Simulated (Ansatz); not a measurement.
CH₅FO₂Si, SMILES `CO[SiH](O)F`, 10 atoms. Total charge 0; spin multiplicity 1. All runs use 4 threads of a server CPU on a shared host. Correlated methods freeze the cores.

(1) Give the basis size and wall time and peak host memory of each of these runs in Ansatz. RHF-CCSD(T)/def2-TZVPP energy; RKS PBE0-D4/def2-QZVPP energy; RHF-CCSD(T)/def2-SVP energy; RKS r2SCAN0-D4/def2-TZVPP energy; RKS ωB97M-V/def2-QZVPP energy; direct RPA on PBE orbitals/def2-TZVPP energy; RKS PBE0-D4/def2-SVP energy; RKS PBE0-D4/def2-TZVP relaxation (14 steps); RKS PBE0-D4/def2-TZVP frequencies; RKS CAM-B3LYP-D4/def2-TZVPP energy; RKS ωB97M-V/def2-SVP energy; RKS B3LYP-D4/def2-TZVPP energy and forces. (Estimate.)

Answers

(1) The calculation gave: Other jobs shared the machine, so times are rough.

| level | job | functions | wall time | peak host memory (GiB) |
| --- | --- | --- | --- | --- |
| RKS PBE0-D4/def2-SVP | energy | 99 | 0.8 s | 0.19 |
| RKS CAM-B3LYP-D4/def2-TZVPP | energy | 236 | 2.6 s | 0.59 |
| RKS B3LYP-D4/def2-TZVPP | energy and forces | 236 | 3.3 s | 0.6 |
| RKS ωB97M-V/def2-SVP | energy | 99 | 3.5 s | 0.29 |
| RHF-CCSD(T)/def2-SVP | energy | 99 | 3.8 s | 0.43 |
| direct RPA on PBE orbitals/def2-TZVPP | energy | 236 | 4 s | 0.52 |
| RKS r2SCAN0-D4/def2-TZVPP | energy | 236 | 4.2 s | 0.55 |
| RKS PBE0-D4/def2-QZVPP | energy | 448 | 6.5 s | 1.4 |
| RKS ωB97M-V/def2-QZVPP | energy | 448 | 14 s | 1.7 |
| RKS PBE0-D4/def2-TZVP | relaxation (14 steps) | 191 | 37 s | 0.45 |
| RKS PBE0-D4/def2-TZVP | frequencies | 191 | 110 s | 0.45 |
| RHF-CCSD(T)/def2-TZVPP | energy | 236 | 2.1 min | 4.6 |

B3LYP here is the variant with VWN-RPA as its local correlation; programs differ in this.
